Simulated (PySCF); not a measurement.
## [CeH3(H2O)]+ at several levels of theory

Computed with PySCF 2.14.0 (density fitting, no spin-orbit coupling) at the geometry relaxed with PBE0:

```xyz
7
[CeH3(H2O)]+ (singlet)
Ce    0.2483   -0.1637    0.1637
H     1.2984    0.9858    1.2945
H    -1.0655   -1.1602    1.1602
H     1.2984   -1.2945   -0.9858
O    -1.1958    1.1785   -1.1785
H    -1.5654    2.0497   -0.9512
H    -1.5654    0.9512   -2.0497
```

```
level                                              basis    state  HOMO (eV)  gap (eV)  charge on Ce1 (e)  population of f-type functions on Ce1 (polarisation alone where 4f lies in the core)  dipole about the centre of mass (D)  largest force component (eV/Å)
 PBE0  Ce lcecp-2-SVP with ECP46, H def2-SVP, O def2-SVP  singlet          –         –               1.39                                                                                  0.05                                 5.73                            0.01
 BP86                                           the same  singlet          –         –               1.24                                                                                  0.05                                 5.69                            0.50
 BLYP                                           the same  singlet          –         –               1.20                                                                                  0.05                                 5.75                            0.54
```

In the lcecp rows the 4f levels are missing from HOMO and gap, and the state counts the valence alone.

Charges are Mulliken's, which hang on the basis. The relaxation used the grid (50, 194), these runs (75, 302) or, all-electron (x2c bases, spin-free X2C Hamiltonian), (99, 590).

What does PBE0 with Ce lcecp-2-TZVP with ECP46, H def2-TZVP, O def2-TZVP give here?

state singlet, charge on Ce1 (e) 1.29, population of f-type functions on Ce1 (polarisation alone where 4f lies in the core) 0.07, dipole about the centre of mass (D) 5.70, largest force component (eV/Å) 0.26. Time: 11 s on 2 threads of Intel(R) Xeon(R) Platinum 8259CL CPU @ 2.50GHz (Skylake/Cascade Lake), on a shared host, from free ions and atoms.
